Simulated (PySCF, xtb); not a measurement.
Si(Me)2 (C₂H₆Si), SMILES C[Si]C (connectivity only; charge and spin as stated), neutral, multiplicity 1.

GFN2-xTB (xtb 6.7.1) at its own geometry gives an orbital gap of 2.35 eV and a dipole moment of 0.83 D.

Coordinates come from a B3LYP-D3(BJ)/def2-TZVP optimisation. The isomer is the one that the SMILES or the coordinates give; other isomers of the formula were not compared.

Problem. What does PySCF with HF/def2-TZVPD give? (An estimate is asked for; the answer gives what the named calculation found.)

Solution. gap 9.35 eV (levels -8.29 and 1.06 eV), dipole 1.40 D.
